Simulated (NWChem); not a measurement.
Species: diphosphane (P₂H₄); SMILES PP

```xyz
6

P      0.0000    -1.1324    -0.0524
P      0.0000     1.1324     0.0524
H      1.0283    -1.2831     0.9242
H     -1.0284    -1.2830     0.9241
H      1.0283     1.2831    -0.9242
H     -1.0284     1.2830    -0.9241
```
Atoms are numbered in this order, from 1.

Computed with NWChem. The geometry was optimised at B3LYP/6-31G* (spherical d). Solvent water, SMD (1 M gas to 1 M solution), gas-phase geometry. Reactions with the solvent are ignored.

Question: What does the run give for PBE0/cc-pVDZ? Quantities: solvation free energy (kcal/mol); cavity-dispersion-structure term (kcal/mol).

Answer: 
```json
{
 "solvation free energy (kcal/mol)": "0.3",
 "cavity-dispersion-structure term (kcal/mol)": "2.8"
}
```
